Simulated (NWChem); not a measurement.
System: ZrN₃H₅; SMILES [NH]=[Zr]([NH2])[NH2]

```xyz
9

Zr    -0.0425    -0.0001     0.2001
N     -1.7950     0.0058    -0.2791
H     -2.7541    -0.0025    -0.6128
N      0.8876     1.7872    -0.2533
H      0.4333     2.6179    -0.6280
H      1.8926     1.9495    -0.3153
N      0.8813    -1.7909    -0.2536
H      1.8856    -1.9559    -0.3184
H      0.4239    -2.6208    -0.6258
```
Atoms are numbered in this order, from 1.

Computed with NWChem. Medium grid unless said otherwise, to which SCAN and Minnesota functionals are sensitive. The geometry was optimised at PBE0/def2-SVP. No frequency run checked for a minimum. def2 effective core potentials on Zr; no spin-orbit coupling.

Q: Predict the results for SCAN/def2-SVP. Quantities: highest occupied level (eV); orbital gap (eV); dipole (D).

A: 
- highest occupied level (eV): -5.02
- orbital gap (eV): 2.95
- dipole (D): 2.98
